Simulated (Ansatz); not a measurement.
`C[SiH2]C(C)=S` → 3 C• + 8 H• + S• + Si•  (atomization)

Isolated molecules relaxed with PBE0-D4/def2-TZVP in Ansatz; ΔE leaves out vibrations. CCSD(T)/CBS adds triple-zeta CCSD(T) − MP2 to the extrapolated MP2 energy (def2 sets, frozen cores). This one scheme is used for every species, atoms too. DFT in def2-TZVPP. HSE06 is defined as in plane-wave codes. No spin–orbit coupling; open shells (•) take unrestricted orbitals. Spin–orbit coupling would lower the free atoms: a little for C, S, Si. One conformer a species, not always the lowest.

**Question.** What is ΔE at CCSD(T)/CBS? (Estimate.)

**Answer.** Ansatz gave: +49.47 eV.

**Question.** What do these levels give: ωB97X-V, r2SCAN0, HSE06, BHLYP, MP2/def2-TZVPP, CCSD/CBS(def2)? (Best estimate.)

**Answer.** The calculation gave: ωB97X-V 49.60, r2SCAN0 48.97, HSE06 49.40, BHLYP 47.96, MP2/def2-TZVPP 48.71, CCSD/CBS(def2) 48.74 eV.

Largest T1 diagnostic among the species: 0.014.

From PBE to PBE0 (25 % exact exchange), in def2-TZVPP and without D4, ΔE moves by −0.58 eV: exact exchange takes away binding that semilocal exchange gives to molecules. The D4 term adds +0.51 eV with B3LYP and +0.27 eV with PBE0; it sums over pairs of atoms, weighted by their polarisabilities, and B3LYP, whose exchange is more repulsive, gets the larger term.

B3LYP here is the variant with VWN-RPA as its local correlation; programs differ in this.

For atomizations the MP2-based limit and the directly extrapolated one differ by several kJ/mol either way, and by 10 to 25 for some Ge, Se and Sn compounds, so smaller differences from it don't rank the levels.
